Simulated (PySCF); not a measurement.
**A survey of 15N NMR shifts**

PySCF 2.14 calculation with σ from GIAO-PBE0/pcSseg-1 and geometry from GFN2-xTB; single conformer, relativity neglected, rapidly exchanging positions averaged, no solvent.

Shieldings were converted by a linear fit to measured shifts: 15N (scatter 6.3 ppm rms vs CH3NO2, solution or neat liquid). Occasional misses reach two or three times the rms, and more in compound classes unlike the fitted ones.

Task: Give the 15N shifts of `N#CC[Si@@H](C[SiH3])[SiH2]N`, `N#CC[C@@H]([SiH3])[SiH2]CCl`, `CC[Si@@H]1[Si@H](O)[SiH2][Si@H]1C#N`, `C#CC[Si@@H]1[SiH2][Si@H](N)[Si@@H]1O`, `C#C[C@@H]1[SiH2]N[Si@@H](O[SiH3])[SiH2]1`.

Result: 
```tsv
compound	environment	δ (ppm)
[N:1]#[C:2][CH2:3][Si@@H:4]([CH2:5][SiH3:6])[SiH2:7][NH2:8]	N1: nitrile nitrogen	-121.4
[N:1]#[C:2][CH2:3][Si@@H:4]([CH2:5][SiH3:6])[SiH2:7][NH2:8]	N8: nitrogen bonded to Si, 2 H	-396.1
N#CC[C@@H]([SiH3])[SiH2]CCl	nitrile nitrogen	-112.3
CC[Si@@H]1[Si@H](O)[SiH2][Si@H]1C#N	nitrile nitrogen	-48.6
C#CC[Si@@H]1[SiH2][Si@H](N)[Si@@H]1O	nitrogen bonded to Si, 2 H	-400.0
C#C[C@@H]1[SiH2]N[Si@@H](O[SiH3])[SiH2]1	nitrogen bonded to 2 Si, H, in a 5-membered ring	-347.7
```

Task: Order these by 15N shift, lowest first.
A. N#CC[C@@H](CCl)[SiH2][SiH3]
B. C#C[C@@H]1[SiH2]N[Si@H](O[SiH3])[SiH2]1
C. C#C[Si@@H]1O[SiH2]N(C)[Si@H]1[SiH3]
D. CC[Si@@H]1[Si@@H](O)[SiH2][Si@@H]1C#N

Result: C (-385.2 ppm, nitrogen bonded to C, 2 Si, in a 5-membered ring), B (-344.8 ppm, nitrogen bonded to 2 Si, H, in a 5-membered ring), A (-111.8 ppm, nitrile nitrogen), D (-48.8 ppm, nitrile nitrogen).
